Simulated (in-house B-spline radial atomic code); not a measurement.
Results of a calculation; reference values are marked as such.
# Making a Troullier-Martins s channel for Sb, r_c = 2.78 bohr

Sb, [Kr] 4d10 5s2 5p3, non-relativistic PBE, spherical and spin-unpolarised, from an all-electron radial atomic-structure program (B-spline basis) (atomic units). The all-electron 5s level is ε = -0.437176 hartree, its outermost node lies just inside 1.00 bohr and its outer maximum at 1.98 bohr.

Inside r_c the pseudo-orbital is u(r) = r^1 exp(p(r)), with p = c0 + c2 r² + c4 r⁴ + … + c12 r¹². The seven coefficients follow from p and its first four derivatives at r_c, from zero curvature of the screened potential at the origin, c4 = −c2²/(2l + 5), and from the norm inside r_c. At r_c the all-electron orbital has P = 0.5819697, P' = -0.308721, the screened potential V = -0.4734761, V' = 0.4036191, V'' = -0.4578976, and the norm inside is Q = 0.747155.

(1) What are p, p' and p'' at r_c?

For a trial c2 the five matching conditions are linear in c0, c6, c8, c10 and c12, and c2 is varied until the norm inside r_c equals Q. The root nearest zero gives:

| n | c_n |
| --- | --- |
| 0 | -1.204574 |
| 2 | 0.1939147 |
| 4 | -0.007520581 |
| 6 | -0.01675975 |
| 8 | 0.003310107 |
| 10 | -0.0002547145 |
| 12 | 7.235325e-06 |

(2) Check c4 and p(r_c), and find the screened pseudopotential at the origin.

Orbitals and screened potentials:

```tsv
r (bohr)	P	u	V all-electron	V pseudo
0.278	0.2306	0.0846	-72.17	0.1424
0.695	-0.356	0.228	-12.82	0.06885
1.112	0.1939	0.4087	-4.279	-0.2564
1.529	0.6296	0.6068	-1.935	-0.8098
1.946	0.751	0.727	-1.079	-1.092
2.363	0.6996	0.6979	-0.6919	-0.7898
2.78	0.582	0.582	-0.4735	-0.4735
```

Logarithmic derivatives P'/P at R = 3.08 bohr, for energies E around ε:

| E − ε (hartree) | all-electron | pseudo |
| --- | --- | --- |
| -0.5 | 0.821697 | 0.811971 |
| -0.25 | 0.372377 | 0.365457 |
| -0.1 | -0.0905252 | -0.093099 |
| 0 | -0.619995 | -0.61999 |
| 0.1 | -1.66752 | -1.68264 |
| 0.25 | -15.8705 | -21.9534 |
| 0.5 | 2.95689 | 2.56768 |

(3) With P(R) = 0.4893487 and a norm of 0.8334037 inside R, what slope in energy does norm conservation fix?

Answers

(1) p = ln(P/r_c^1) = ln(0.5819697/2.78) = -1.56379. p' = P'/P − 1/r_c = -0.53048 − 0.35971 = -0.89019. The radial equation gives p'' = 2(V − ε) − 2(1) p'/r_c − p'² = -0.07260 − (-0.64042) − 0.79244 = -0.22461. Differentiating, p''' = 2V' + 2(1)p'/r_c² − 2(1)p''/r_c − 2p'p'' = 0.33857, and p'''' = 2V'' − 4(1)p'/r_c³ + 4(1)p''/r_c² − 2(1)p'''/r_c − 2p''² − 2p'p''' = -0.60801.

(2) −c2²/5 = -0.00752058, as listed. The terms c_n r_c^n are -1.20457, 1.49865, -0.44919, -7.73635, 11.80865, -7.02266, 1.54168, which sum to -1.56379. Inverting the radial equation, V_l(r) = ε + 1 p'/r + (p'' + p'²)/2, so V_l(0) = ε + (2l + 3) c2 = -0.437176 + 3 × (0.193915) = 0.1446 hartree, finite where the all-electron potential diverges.

(3) d(P'/P)/dE = −2 × (norm inside R)/P(R)² = -6.9606 per hartree·bohr at E = ε, for both atoms, since orbital and norm agree at R. Differences over ±0.1 hartree give -7.8850 (all-electron) and -7.9477 (pseudo), which also hold third-order terms. Half a hartree below ε the two curves differ by -0.0097.
